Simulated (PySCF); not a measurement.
Gas-phase reaction: HfCl3OH + OH → HfO2 + Cl + 2 HCl

Computed with PySCF and rigid-rotor harmonic-oscillator thermochemistry at 1 bar. † marks an energy on the PBE0/def2-TZVP geometry and frequencies; other levels use their own. CCSD(T) freezes the core. Open shells (unrestricted): OH (multiplicity 2, electronic degeneracy 4), Cl (multiplicity 2, electronic degeneracy 6); the rest are closed-shell singlets. Spin-orbit splitting is ignored; it lowers the true energy and changes the entropy of OH, Cl. B3LYP is the form with VWN-RPA correlation. Hf: scalar-relativistic def2 core potential, no spin-orbit coupling. HfCl3OH: computed as isolated molecules; such fragments, hydroxides, amides, oligomers or adducts are transient or little studied in the gas. CCSD(T) isn't extrapolated to the basis-set limit; its ΔH°(298 K) is 714.5 kJ in def2-SVP and 722.8 kJ in def2-TZVPP. The harmonic model lacks anharmonicity and excited electronic states, which grow with temperature; levels with a mode under 35 cm⁻¹ are left out. Soft modes under 120 cm⁻¹ make the harmonic entropy rough for HfCl3OH. Warning, large T1 diagnostic: HfO2 (CCSD(T)/def2-SVP†).

```tsv
level	ΔE electronic, kJ	ΔH°(298 K), kJ	ΔS°(298 K), J/K	ΔG°(2000 K), kJ
B3LYP/def2-TZVP†	707	693	244	240
BLYP/def2-TZVP†	645	631	244	178
CCSD(T)/def2-SVP†	729	715	244	261
M06-2X/def2-TZVP†	774	760	244	307
PBE/def2-SVP	689	676	243	223
PBE0/def2-QZVP†	737	723	244	270
LDA/def2-TZVP†	721	707	244	254
ωB97M-V/def2-TZVP†	764	749	244	296
```
ΔH° is lowest at BLYP/def2-TZVP† and highest at M06-2X/def2-TZVP†. No reference value is set beside these.
